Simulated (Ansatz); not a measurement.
Relaxation of CH$_{4}$BClN$_{2}$ (9 atoms, charge 0, multiplicity 1), to a largest force component of 0.015 eV/Å in at most 40 steps.

The calculation used RKS PBE/def2-SVPD (Ansatz).

```xyz
9
Properties=species:S:1:pos:R:3
N -0.192 -0.403 1.585
C 0.630 0.236 0.830
N 0.435 0.346 -0.603
B -0.634 -0.195 -1.407
Cl -2.126 -1.120 -0.657
H -0.105 -0.410 2.605
H 1.541 0.673 1.294
H 1.252 0.857 -1.133
H -0.714 -0.030 -2.532
```

Task: Where does it end, and by what steps?

Result: It converged. After 7 steps the energy has fallen by 0.630 eV; H6 moved furthest, 0.24 Å.

```json
{"step": "0", "energy less start (eV)": "0.0000", "largest force component (eV/Å)": "3.047", "accepted": "yes"}
{"step": "1", "energy less start (eV)": "-0.4505", "largest force component (eV/Å)": "1.181", "accepted": "yes"}
{"step": "2", "energy less start (eV)": "-0.5819", "largest force component (eV/Å)": "0.796", "accepted": "yes"}
{"step": "3", "energy less start (eV)": "-0.6220", "largest force component (eV/Å)": "0.278", "accepted": "yes"}
{"step": "4", "energy less start (eV)": "-0.6266", "largest force component (eV/Å)": "0.497", "accepted": "yes"}
{"step": "5", "energy less start (eV)": "-0.6298", "largest force component (eV/Å)": "0.043", "accepted": "yes"}
{"step": "6", "energy less start (eV)": "-0.6300", "largest force component (eV/Å)": "0.017", "accepted": "yes"}
{"step": "7", "energy less start (eV)": "-0.6301", "largest force component (eV/Å)": "0.010", "accepted": "yes"}
```

```xyz
9
Properties=species:S:1:pos:R:3
N -0.229 -0.391 1.664
C 0.573 0.190 0.857
N 0.356 0.267 -0.527
B -0.683 -0.197 -1.383
Cl -2.104 -1.076 -0.833
H 0.123 -0.328 2.627
H 1.520 0.692 1.157
H 1.105 0.762 -1.013
H -0.573 0.035 -2.565
```

Whether the end is a true minimum wasn't checked by a vibrational analysis.

The run took 21 s on 2 threads of Intel(R) Xeon(R) Platinum 8275CL CPU @ 3.00GHz (Skylake/Cascade Lake) (shared host), peak memory 0.19 GiB.
